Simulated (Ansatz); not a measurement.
W₃O₅. Charge 0, multiplicity 5. Geometry r2SCAN-D4/def2-SVP; atoms count from 1.

Cartesian coordinates in Å:
```
W -1.552 0.111 0.380
W 0.847 -0.416 1.362
W 1.044 0.374 -1.155
O -0.710 0.344 2.137
O -0.796 0.965 -1.181
O 1.637 -0.790 -2.253
O -2.613 -1.220 0.260
O 2.142 0.632 0.450
```

In the def2 sets W takes a core potential; there is no spin–orbit coupling. At PBE0-D4/def2-TZVP a triplet of charge 0 lies 0.33 eV below the quintet, each at its own geometry. The structure comes from a short search, and lower isomers may exist.

(1) Estimate the Mulliken populations from the PBE0/def2-TZVP orbitals of Ansatz.

(2) Where does the spin sit?

(3) And the Mayer bond orders between heavy atoms (over 0.3)?

Results:

(1) 
| atom | charge (e) | spin (α − β) | d electrons |
| --- | --- | --- | --- |
| W1 | 1.01 | 0.85 | 3.84 |
| W2 | 0.71 | 2.32 | 4.16 |
| W3 | 1.01 | 0.85 | 3.84 |
| O4 | -0.57 | -0.01 | – |
| O5 | -0.65 | 0.01 | – |
| O6 | -0.47 | -0.01 | – |
| O7 | -0.47 | -0.01 | – |
| O8 | -0.57 | -0.01 | – |
Mulliken values depend strongly on the basis.

(2) Summed by element: W 4.01, O -0.01, of 4 unpaired in all. Largest on single atoms: W2 2.32, W1 0.85, W3 0.85.

(3) W1–W2 1.02 (2.65 Å); W1–O4 0.90 (1.96 Å); W1–O5 0.98 (1.93 Å); W1–O7 2.15 (1.71 Å); W2–W3 1.02 (2.65 Å); W2–O4 1.11 (1.90 Å); W2–O8 1.11 (1.90 Å); W3–O5 0.98 (1.93 Å); W3–O6 2.15 (1.71 Å); W3–O8 0.90 (1.96 Å).
